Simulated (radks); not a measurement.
The numbers below are computed, except where a source is named.
All-electron atom: Pm in [Xe] 4f(up 4, down 1) 6s2 (spins set by hand, not the high-spin state). Level of theory: non-relativistic Kohn-Sham, PBEsol, spin-polarised, spherical densities, point nucleus; relativity is left out, which matters for an element this heavy (a radial shooting solver on a logarithmic mesh with Libxc functionals). Some entries of the table are withheld. Estimate them.

orbital  occ.  eigenvalue (eV)  <r> (bohr)  <1/r> (bohr^-1)
1s up       1        -42552.34     0.02489            60.45
1s down     1        -42552.34     0.02489            60.45
2s up       1        -6695.546      0.1062            14.01
2s down     1        -6695.515      0.1062            14.01
2p up       3        -6352.993     0.09019            14.03
2p down     3        -6352.976     0.09019            14.03
3s up       1        -1454.904      0.2762            5.239
3s down     1        -1453.775      0.2761            5.242
3p up       3        -1304.425      0.2659            5.176
3p down     3        -1303.390      0.2658            5.179
3d up       5        -1023.832      0.2371            5.069
3d down     5        -1023.074      0.2370            5.071
4s up       1        -285.0441      0.6262            2.223
4s down     1        -282.6683      0.6262            2.223
4p up       3        -227.6101      0.6432            2.129
4p down     3        -225.2345      0.6432            2.129
4d up       5        -126.0433      0.6879            1.921
4d down     5        -123.6740      0.6883            1.920
5s up       1         -37.7951       1.522           0.8613
5s down     1         -36.6117       1.536           0.8518
5p up       3         -22.5899       1.723           0.7554
5p down     3         -21.6642       1.745           0.7445
4f up       4          -6.1374         (1)            1.372
4f down     1          -4.0648         (2)            1.346
6s up       1          -3.3962       4.571           0.2722
6s down     1          -3.3094       4.636           0.2681

Answer. 
(1) 4f up <r> (bohr): 0.9731
(2) 4f down <r> (bohr): 1.011
